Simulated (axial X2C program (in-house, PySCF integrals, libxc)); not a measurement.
## Worked dissociation energy of NaMo: PBE0, scalar-relativistic

Computed with an in-house relativistic program for diatomic molecules. Spin-free means the one-electron spin-free X2C Hamiltonian. Basis: Mo dyall-cv3z [11s12p9d5f3g], Na dyall-cv3z [9s8p5d2f] (cores contracted in-house); Gaussian nuclei, density fitting, unrestricted open shells. Masses: Mo 97.905 u, Na 22.990 u.

Molecular state: M_S = 5/2, Λ = 0 (beyond evenly filled blocks: σα, π+α, π-α, δ+α, δ-α).

```
E(Mo) (2M_S = 6, M_L = 0) : -4048.093420 hartree
E(Na) (2M_S = 1, M_L = 0) : -162.395984 hartree
E(NaMo) at Re             : -4210.512323 hartree
ωe                        : 149.6 cm⁻¹
```

Problem. Work out De and D0.

Solution. De = -4048.093420 + (-162.395984) − (-4210.512323) = 0.02292 hartree = 0.624 eV. The zero-point energy is ωe/2 = 75 cm⁻¹ = 0.009 eV, so D0 = 0.614 eV.

The state is one determinant whose occupation by symmetry is held fixed; it was picked as the lowest of a PBE0 search that is not exhaustive. Dissociation energies refer to the lowest single-determinant-based atoms at the same level and basis. The determinant is spin-polarised beyond a pure state at some levels (its spin-free form has ⟨S²⟩ too high), which makes Re and μ there less reliable.

Each atomic determinant is the lowest at this level and need not be a pure term. Totals compare only within one Hamiltonian and basis.
